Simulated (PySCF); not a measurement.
CdCl2, charge +1, doublet, geometry from GFN2-xTB (such geometries of metal compounds can be far from the true shape) (a state made from the parent by changing its charge; the spin is typed, not shown lowest) (core potentials on Cd); TPSS/def2-SVP (PySCF).

Input for PySCF:
```python
from pyscf import gto, scf, dft

mol = gto.Mole()
mol.atom = '''
    Cd    0.385110   -0.315649    0.363454
    Cl    0.773879    0.708758   -1.680654
    Cl   -1.861247    0.182487    0.654432
'''
mol.basis = 'def2-svp'
mol.ecp = {'Cd': 'def2-svp'}
mol.charge = 1
mol.spin = 1
mol.verbose = 4
mol.build()

mf = dft.UKS(mol)
mf.xc = 'tpss'
mf.kernel()
```

Problem. What does PySCF print? Leave out banner, timings and long lists.

Solution. 
```
PySCF version 2.14.0

[INPUT] verbose = 4
[INPUT] num. atoms = 3
[INPUT] num. electrons = 53
[INPUT] charge = 1
[INPUT] spin (= nelec alpha-beta = 2S) = 1
[INPUT] symmetry False subgroup None
[INPUT] Mole.unit = angstrom
[INPUT] Symbol           X                Y                Z      unit          X                Y                Z       unit  Magmom
[INPUT]  1 Cd     0.385110000000  -0.315649000000   0.363454000000 AA    0.727752427831  -0.596490161493   0.686828518878 Bohr   0.0
[INPUT]  2 Cl     0.773879000000   0.708758000000  -1.680654000000 AA    1.462419363552   1.339358508594  -3.175975770155 Bohr   0.0
[INPUT]  3 Cl    -1.861247000000   0.182487000000   0.654432000000 AA   -3.517247080168   0.344850451294   1.236697247151 Bohr   0.0

nuclear repulsion = 198.112411343062
number of shells = 27
number of NR pGTOs = 129
number of NR cGTOs = 67
basis = def2-svp
ecp = {'Cd': 'def2-svp'}

******** <class 'pyscf.dft.uks.UKS'> ********
method = UKS
initial guess = minao
damping factor = 0
level_shift factor = 0
DIIS = <class 'pyscf.scf.diis.CDIIS'>
diis_start_cycle = 1
diis_space = 8
diis_damp = 0
SCF conv_tol = 1e-09
SCF conv_tol_grad = None
SCF max_cycles = 50
direct_scf = True
direct_scf_tol = 1e-13
number electrons alpha = 27  beta = 26
XC library pyscf.dft.libxc version 7.1.2
    S. Lehtola, C. Steigemann, M. J. T. Oliveira, and M. A. L. Marques,  SoftwareX 7, 1–5 (2018)
XC functionals = tpss
    J. Tao, J. P. Perdew, V. N. Staroverov, and G. E. Scuseria,  Phys. Rev. Lett. 91, 146401 (2003)
    J. P. Perdew, J. Tao, V. N. Staroverov, and G. E. Scuseria,  J. Chem. Phys. 120, 6898 (2004)
    J. Tao, J. P. Perdew, V. N. Staroverov, and G. E. Scuseria,  Phys. Rev. Lett. 91, 146401 (2003)
    J. P. Perdew, J. Tao, V. N. Staroverov, and G. E. Scuseria,  J. Chem. Phys. 120, 6898 (2004)
radial grids:
    Treutler-Ahlrichs [JCP 102, 346 (1995); DOI:10.1063/1.469408] (M4) radial grids

becke partition: Becke, JCP 88, 2547 (1988); DOI:10.1063/1.454033
pruning grids: <function nwchem_prune>
grids dens level: 3
symmetrized grids: False
atomic radii adjust function: <function treutler_atomic_radii_adjust>
small_rho_cutoff = 0
Set gradient conv threshold to 3.16228e-05
tot grids = 60152
init E= -1074.00997706661

cycle= 1 E= -1085.83474124355  delta_E= -11.8  |g|= 1.65  |ddm|= 3.48
cycle= 2 E= -1061.18654935899  delta_E= 24.6  |g|= 5.11  |ddm|= 7.74
cycle= 3 E= -1087.37615117355  delta_E= -26.2  |g|= 0.439  |ddm|= 6.76
cycle= 4 E= -1087.3384026022  delta_E= 0.0377  |g|= 0.474  |ddm|= 1.39
cycle= 5 E= -1087.49236742413  delta_E= -0.154  |g|= 0.057  |ddm|= 0.837
cycle= 6 E= -1087.46729380904  delta_E= 0.0251  |g|= 0.166  |ddm|= 0.366
cycle= 7 E= -1087.49068768789  delta_E= -0.0234  |g|= 0.0615  |ddm|= 0.418
cycle= 8 E= -1087.49410059686  delta_E= -0.00341  |g|= 0.00531  |ddm|= 0.102
cycle= 9 E= -1087.4941220684  delta_E= -2.15e-05  |g|= 0.00207  |ddm|= 0.00631
cycle= 10 E= -1087.49412574823  delta_E= -3.68e-06  |g|= 0.000583  |ddm|= 0.00327
cycle= 11 E= -1087.49412606244  delta_E= -3.14e-07  |g|= 0.000139  |ddm|= 0.00145
cycle= 12 E= -1087.49412608339  delta_E= -2.09e-08  |g|= 3.21e-05  |ddm|= 0.000397
cycle= 13 E= -1087.49412608404  delta_E= -6.57e-10  |g|= 1.49e-05  |ddm|= 5.97e-05
Extra cycle  E= -1087.49412605917  delta_E= 2.49e-08  |g|= 0.000164  |ddm|= 0.000324
SCF not converged.
SCF energy = -1087.49412605917 after 50 cycles  <S^2> = 0.7525679  2S+1 = 2.0025663
```

The run did not converge; its last values are not results.
